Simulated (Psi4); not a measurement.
Pair of molecules, SMILES [CH3][Zn][CH3] with SMILES O (the first has 9 atoms); geometry from GFN2-xTB, rigid monomers moved along the line of their centres of mass till Zn2···O10 is 2.11 Å.
(charge 0, multiplicity 1):
```xyz
12

C     -0.0617     2.0822    -0.2076
Zn    -0.0040     0.0600     0.1067
C      0.0906    -1.9821    -0.0229
H      0.7991     2.5749     0.2381
H     -0.9463     2.5290     0.2399
H     -0.0699     2.3559    -1.2586
H     -0.7057    -2.4556     0.5470
H      1.0301    -2.3597     0.3753
H      0.0109    -2.3532    -1.0410
O     -0.0596     0.1462     2.2115
H     -0.0949     0.9375     2.7537
H     -0.0493    -0.6184     2.7913
```

Calculation: SAPT0/aug-cc-pVDZ (Psi4).

Task: Give the four SAPT terms and the total, and say what mostly holds the pair together.

Result: electrostatics -34.69, exchange 41.32, induction -9.70, dispersion -7.98, total -11.04 kcal/mol; the largest attraction is electrostatics.
